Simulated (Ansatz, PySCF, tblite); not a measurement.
System: H2B (cation, charge +1), singlet: symmetric bend, bond length relaxed. Scanned: H-B-H angle. Other coordinates (B-H bond length) were minimised at B3LYP/def2-TZVP.

Methods: RKS-BP86/6-31G* = restricted BP86/6-31G*, spherical d (PySCF 2.14.0); RKS-B3LYP/6-31G* = restricted B3LYP/6-31G*, spherical d in PySCF; GFN2-xTB, 300 K electronic temperature (tblite); FCI/cc-pVTZ = full CI/cc-pVTZ, frozen core (Ansatz, a program for electronic structure).

Energies relative to the lowest point of each profile, in kJ/mol; the last columns give the difference from FCI:

```csv
a / °,RKS-BP86/6-31G*,RKS-B3LYP/6-31G*,GFN2-xTB,FCI/cc-pVTZ,RKS-BP86/6-31G* − FCI/cc-pVTZ,RKS-B3LYP/6-31G* − FCI/cc-pVTZ,GFN2-xTB − FCI/cc-pVTZ
180,0.0,0.0,0.0,0.0,0.0,0.0,0.0
170.44,2.8,2.9,0.4,2.9,0.0,0.0,-2.4
159.50,13.0,13.4,2.4,13.3,-0.4,0.1,-10.9
149.46,28.9,29.9,6.2,29.8,-0.9,0.1,-23.6
140.05,49.8,51.6,12.3,51.5,-1.7,0.1,-39.2
130.40,77.6,80.4,22.0,80.3,-2.7,0.1,-58.3
120.80,112.0,116.0,36.0,116.0,-4.0,0.0,-80.0
109.89,160.0,165.8,58.3,165.8,-5.8,0.0,-107.5
101.14,206.2,213.7,82.3,213.5,-7.3,0.2,-131.2
91.80,263.9,273.4,115.3,272.7,-8.8,0.7,-157.5
80.97,—,355.3,165.2,353.1,—,2.2,-187.9
72.15,—,433.0,217.1,428.0,—,5.0,-211.0
```

RKS-BP86/6-31G* is furthest from FCI/cc-pVTZ at 91.80 (-8.8 kJ/mol, below); its mean absolute difference over the points is 3.2 kJ/mol.

RKS-B3LYP/6-31G* is furthest from FCI/cc-pVTZ at 72.15 (5.0 kJ/mol, above); its mean absolute difference over the points is 0.7 kJ/mol.

GFN2-xTB is furthest from FCI/cc-pVTZ at 72.15 (-211.0 kJ/mol, below); its mean absolute difference over the points is 84.1 kJ/mol.

Dashes: no converged value, or the column stops at the first point that the program doubted or that broke a chosen test of continuity, which isn't proof of a fault.

The scan ran from 180.0 to 60.0; beyond the range shown the relaxed coordinates jump or full CI changes its symmetry label.
